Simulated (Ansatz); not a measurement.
Reaction (cleavage of the B–Si bond): `O[SiH2]B(F)Cl` + `C=N` → `C=NB(F)Cl` + `O[SiH3]`

Calculated with Ansatz (gas phase, PBE0-D4/def2-TZVP geometries, no zero-point term in ΔE). CCSD(T)/CBS adds triple-zeta CCSD(T) − MP2 to the extrapolated MP2 energy (def2 sets, frozen cores). This one scheme is used for every species. Functionals use def2-TZVPP. One conformer a species, not always the lowest.

```json
{"level": "BLYP-D4", "ΔE (kJ/mol)": "-97.0"}
{"level": "BLYP", "ΔE (kJ/mol)": "-99.1"}
{"level": "CAM-B3LYP", "ΔE (kJ/mol)": "-103.7"}
{"level": "MP2/CBS(def2)", "ΔE (kJ/mol)": "-98.7"}
```

Q: What does CCSD(T)/CBS give? (Estimate.)

A: Ansatz gave: -90.3 kJ/mol. The listed levels differ from it by -6.7, -8.8, -13.4, -8.4 kJ/mol.

Q: What do rigid-rotor, harmonic-oscillator terms from PBE0-D4/def2-TZVP frequencies (298.15 K, 1 bar) make of the CCSD(T)/CBS value? (An estimate is asked.)

A: Ansatz gave: ΔZPE = -4.2 kJ/mol, ΔH = -96.3 kJ/mol, ΔS = -9 J/(mol·K), ΔG = -93.6 kJ/mol. Modes under 50 cm⁻¹ make the entropy rough.

Largest T1 diagnostic among the species: 0.013.

At CCSD(T), def2-SVP lies −15.7 kJ/mol from the extrapolated value and def2-TZVPP −0.8 kJ/mol. From BLYP to BHLYP (50 % exact exchange), in def2-TZVPP and without D4, ΔE moves by −6.0 kJ/mol. Leaving LDA and LC-ωPBE aside and taking each functional with its dispersion term where it has one, the values, not all of them listed here, spread over 14.0 kJ/mol, from CAM-B3LYP-D4 to revPBE-D4. LDA lies −11.1 kJ/mol from PBE without D4.
